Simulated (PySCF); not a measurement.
Ag²⁺: excitation energy

Ag²⁺ [Kr] 4d9 (2D) → Ag²⁺ [Kr] 4d8 5s1 (4F), as a difference of total energies. All numbers are calculated (PySCF 2.14, scalar relativity by spin-free X2C-1e, in x2c-TZVPPall). Correlated levels: valence and next inner shell: [Ar] 3d10 frozen. The calculations carry no spin-orbit coupling.

```
                                method  excitation energy (eV)
                                   UHF                   7.387
    MP2 (valence and next inner shell)                   8.115
SCS-MP2 (valence and next inner shell)                   8.151
   CCSD (valence and next inner shell)                   7.916
CCSD(T) (valence and next inner shell)                   7.928
```

Task: How much does correlation contribute at CCSD(T) (valence and next inner shell)?

Result: 7.928 − (7.387) = 0.541 eV, measured against UHF.

The basis was made for the ground configuration and has no added diffuse functions, so the excitation energy can come out too high.
